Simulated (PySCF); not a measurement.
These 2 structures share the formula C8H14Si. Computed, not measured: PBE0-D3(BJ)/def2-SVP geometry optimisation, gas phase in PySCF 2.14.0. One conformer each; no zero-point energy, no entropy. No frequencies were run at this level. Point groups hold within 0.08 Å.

Problem. Order them by energy at this level, lowest first, and give relative energies in kcal/mol.
A. `[CH:1]1=[CH:2][CH2:3][SiH:4]([CH:5]2[CH2:6][CH2:7][CH2:8]2)[CH2:9]1` with C3–Si4–C5–C6 177°, C1–C2–C3–Si4 10°, C2–C3–Si4–C5 103°, Si4–C5–C6–C7 -100°, C5–C6–C7–C8 -17°
B. `[SiH3:1]/[C:2]1=[CH:3]/[CH2:4][CH2:5]/[CH:6]=[CH:7]\[CH2:8][CH2:9]1` with C2–C3–C4–C5 -17°, C3–C4–C5–C6 -59°, C4–C5–C6–C7 83°, C6–C7–C8–C9 -17°

Solution. A (0.0), B (11.5).

As drawn, the lower has a four-membered ring, which the higher lacks.

| SMILES | E (Eh) | E rel (kcal/mol) | dipole (D) | point group | A, B, C (MHz) |
| --- | --- | --- | --- | --- | --- |
| C1=CC[SiH](C2CCC2)C1 | -601.94635 | 0.0 | 0.49 | Cs | 3160, 842.8, 746.6 |
| [SiH3]/C1=C/CC/C=C\CC1 | -601.92800 | 11.5 | 1.25 | C1 | 2133, 1012, 780.6 |
